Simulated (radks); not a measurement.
Question: These are the eigenvalues of the occupied orbitals of an atom or ion with whole-number occupations (eV). Calculated with a radial shooting solver on a logarithmic mesh with Libxc functionals: scalar-relativistic Kohn-Sham, PBE, spin-unpolarised, spherical densities, point nucleus.

| orbital | eigenvalue |
|---|---|
| 1s | -34757.72 |
| 2s | -6829.721 |
| 2p | -6319.623 |
| 3s | -2494.115 |
| 3p | -2332.003 |
| 3d | -2127.320 |

Which element is it, and in what charge state? The configuration may be excited.

Answer: Z = 53, iodine, charge +34: I34+ in [Ar] 3d1. The list shows which subshells hold electrons but not how many an open one holds; the 1s level, -1277.3 hartree, gives Z - s = 50.5 by -(Z - s)^2/2, which with screening and relativity narrows Z to a few neighbours, and the depths of the outer levels then fix element, charge and occupations together.
